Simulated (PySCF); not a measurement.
# Bond length, frequency and bond energy of SbN⁺ by level of theory

State: ²Π (doublet), unpaired electrons π ↑. Set-up: basis Sb def2-TZVPPD with ECP28, N def2-TZVPPD; scalar-relativistic core potentials; PySCF 2.14. De refers to Sb⁺ + N in their high-spin ground configurations, without counterpoise correction. The functionals are run spin-unrestricted. A positive dipole points towards N; it is taken about the centre of mass and depends on that origin. Levels whose curve was spin-contaminated or gave no clean fit are not listed.

| Level | Re (Å) | ωe (cm⁻¹) | De (eV) | μ (D) |
| --- | --- | --- | --- | --- |
| ROHF | 1.844 | 925 | -1.22 | -2.94 |
| ROHF-CCSD | 1.902 | 779 | 1.79 | n/a |
| ROHF-CCSD(T) | 1.923 | 738 | 2.25 | n/a |
| PBE | 1.921 | 761 | 3.12 | -2.04 |
| PW91 | 1.920 | 761 | 3.13 | -2.04 |

The bond length runs from 1.844 Å (ROHF) to 1.923 Å (ROHF-CCSD(T)). De spans -1.22 eV (ROHF, mean field) to 3.13 eV (PW91, GGA). Correlation at CCSD(T) changes the Hartree–Fock bond energy by +3.47 eV; the triples alone change it by +0.46 eV.

Correlated steps freeze 5 core orbitals. These are scalar-relativistic numbers at best; spin–orbit coupling would shift them, the dissociation energy most. For an ion De counts to the pair picked by the measured ionisation energies or electron affinities, which need not be the lowest pair at this level. UHF is strongly spin-contaminated for SbN⁺, so the ROHF reference used there is far from stable. A negative De means that the minimum lies above the separated atoms at that level. The state was picked by a PBE0 search and need not be the measured ground state.

The whole job (state search and all levels along the bond) took about 14 min on 2 threads of Intel Xeon Platinum 8259CL @ 2.50GHz (shared host), peak memory 3.4 GiB.
